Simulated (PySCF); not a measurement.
**Reading a saddle point**

A first-order saddle point of CH5GaO, closed shell, PBE0-D4/def2-TZVP, with one imaginary mode of 1360i cm⁻¹:

Ga1  (0.401, -0.525, 0.209)
H2  (-1.040, -1.727, -0.531)
O3  (0.980, -2.096, 0.512)
H4  (-0.290, -2.166, -0.143)
C5  (0.043, 1.360, 0.018)
H6  (0.861, 1.947, 0.436)
H7  (-0.883, 1.607, 0.540)
H8  (-0.072, 1.600, -1.040)
(Å)

PySCF 2.14 with density fitting (its default auxiliary sets; JK sets also for MP2 and CCSD(T)); basis: def2-TZVPP and def2-QZVPP; cores frozen in the correlated methods. Filled d shells of the heavier atoms are correlated. The def2 sets are not built for correlating such inner shells, so the correlated values are less sure here. Extrapolation: Hartree–Fock as exp(−7.88 √X), correlation as X^−2.97.

Task: Which contacts change along the imaginary mode, and what lies on either side? (A judgement: the text doesn't fix the answer.)

Result: Computed: The step is CH₅GaO ([CH3][GaH][OH]) → CH₃GaO ([CH3][Ga][O]) + H₂, with the molecules in contact on both sides. Shortening one way: H2–H4; lengthening the same way: Ga1–H2, O3–H4.
```json
{"pair": "H2–H4", "one side (Å)": "2.93", "saddle (Å)": "0.95", "other side (Å)": "0.75"}
{"pair": "Ga1–H2", "one side (Å)": "1.57", "saddle (Å)": "2.02", "other side (Å)": "3.25"}
{"pair": "O3–H4", "one side (Å)": "0.96", "saddle (Å)": "1.43", "other side (Å)": "2.94"}
```

Task: Which side is lower, and how far does the saddle lie above each? (An estimate is asked for; the value comes from the calculation.)

Result: Computed: The side with Ga1–H2, O3–H4 short is lower by 195.7 kJ/mol; the saddle lies 283.3 kJ/mol above it and 87.6 kJ/mol above the other (CCSD(T) at an estimated basis limit (MP2 extrapolated from triple and quadruple zeta, plus CCSD(T) − MP2 in triple zeta); electronic energies).

T1 diagnostic: at most 0.025.

Labels in which every atom is bracketed show which atoms are joined, not bond orders.

For scale, one of the runs: CCSD(T)/def2-TZVPP, 180 basis functions, launched by `OMP_NUM_THREADS=4 python run.py`. Time: 5 min of wall clock on 4 CPU threads of an Arm Neoverse V2; the host was shared. Peak host memory: 2 GiB.
